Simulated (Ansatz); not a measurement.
`F[SiH2]C[SiH3]` + `BC(C)[SiH3]` → `BC([SiH3])[SiH2]F` + `CC[SiH3]` at 500 K and 1 bar (redistribution).

Gas-phase electronic energies from Ansatz, PBE0-D4/def2-TZVP geometries. CCSD(T)/CBS adds triple-zeta CCSD(T) − MP2 to the extrapolated MP2 energy (def2 sets, frozen cores). One conformer a species, not always the lowest.

| species | CCSD(T)/CBS energy (Eh) | H − E (kJ/mol) | S (J/(mol·K)) |
| --- | --- | --- | --- |
| `F[SiH2]C[SiH3]` | -720.28481 | 235.8 | 413.7 |
| `BC(C)[SiH3]` | -395.37408 | 312.4 | 407.1 |
| `BC([SiH3])[SiH2]F` | -745.66823 | 275.8 | 455.8 |
| `CC[SiH3]` | -369.99568 | 274.2 | 352.5 |

H − E and S are ideal-gas, rigid-rotor, harmonic terms from PBE0-D4/def2-TZVP, for one conformer and one mirror image of each species. 1 Eh = 2625.50 kJ/mol, R = 8.31446 J/(mol·K).

Q: By hand: ΔE, ΔH, ΔS and ΔG.

A: ΔE = (-745.66823) + (-369.99568) − (-720.28481) − (-395.37408) = -0.00502 Eh = -13.2 kJ/mol. Δ(H − E) = 275.8 + 274.2 − 235.8 − 312.4 = 1.8, so ΔH = -11.4 kJ/mol. ΔS = 455.8 + 352.5 − 413.7 − 407.1 = -12.5 J/(mol·K). ΔG = -11.4 − 500 × (-12.5)/1000 = -5.2 kJ/mol.

Q: By hand: the equilibrium constant, and the temperature at which ΔG would vanish if ΔH and ΔS stayed fixed.

A: log₁₀ K = −ΔG/(RT ln 10) = 0.5. ΔG = 0 at ΔH/ΔS = 912 K, though so small a ΔS makes that figure unsure.

TΔS isn't small against ΔH here. The sign of ΔG lies within the doubt. A doubt of 5 kJ/mol in ΔE shifts log₁₀ K by 0.5 here. Other conformers and mirror images would add mixing entropy, several J/(mol·K) or more a flexible species. Modes under 60 cm⁻¹, often nearly free rotors, make the harmonic entropy too high. These are equilibria of isolated gas molecules and say nothing of rates. Largest T1 diagnostic: 0.012 (customary marks: 0.02 for closed shells, 0.045 for open ones).
